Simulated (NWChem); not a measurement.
System: ZnH cation; SMILES [ZnH+]

```xyz
2

Zn     0.0000     0.0000     0.0628
H      0.0000     0.0000    -1.4713
```
Atoms are numbered in this order, from 1.

The geometry was optimised at PBE0/def2-SVP.

Question: List the 4 lowest vertical singlet excitations from LRC-wPBEh/def2-SVPD, full TDDFT (NWChem).

Answer: 
```json
[
 {"state": "S1", "energy (eV)": "6.21", "oscillator strength": "0.270", "leading excitation (squared amplitude)": "HOMO → LUMO (0.97)"},
 {"state": "S2", "energy (eV)": "8.75", "oscillator strength": "0.368", "leading excitation (squared amplitude)": "HOMO → LUMO+1 (0.95)"},
 {"state": "S3", "energy (eV)": "8.75", "oscillator strength": "0.368", "leading excitation (squared amplitude)": "HOMO → LUMO+2 (0.95)"},
 {"state": "S4", "energy (eV)": "9.62", "oscillator strength": "0.000", "leading excitation (squared amplitude)": "HOMO−1 → LUMO (0.99)"}
]
```
